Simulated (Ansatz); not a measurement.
CH5NSSi (`NC1[SiH2]S1`), relaxed with RKS PBE-D4/def2-SVP in Ansatz from a rough embedded geometry. The force threshold is 0.03 eV/Å; the program also tests the step.

Total charge 0; spin multiplicity 1.

Start:

```xyz
9

N    -1.303   -0.443   -0.641
C    -0.206    0.432   -0.318
Si    0.781    0.168    1.195
S     1.243   -0.055   -0.860
H    -0.928   -1.411   -0.769
H    -1.599   -0.263   -1.672
H    -0.452    1.496   -0.479
H     1.628    1.283    1.709
H     0.836   -1.207    1.834
```

(1) By how much does the energy fall, and how many steps does the optimiser take? (An estimate is asked.)

(2) Which bonds change most? (Best estimate.)

(3) Give the relaxed structure. (Estimate.)

Results:

(1) Ansatz gave: 1.29 eV, in 9 steps, 1 of them rejected.

(2) Computed: C2–S4 from 1.622 to 2.137 Å; N1–H6 from 1.087 to 1.025 Å; N1–C2 from 1.440 to 1.381 Å; C2–Si3 from 1.826 to 1.864 Å.

(3) The calculation gave: 
```xyz
9

N    -1.311   -0.411   -0.680
C    -0.298    0.450   -0.307
Si    0.998    0.100    0.986
S     1.693    0.093   -0.995
H    -1.198   -1.388   -0.401
H    -1.632   -0.340   -1.651
H    -0.465    1.499   -0.605
H     1.384    1.199    1.934
H     0.828   -1.202    1.720
```
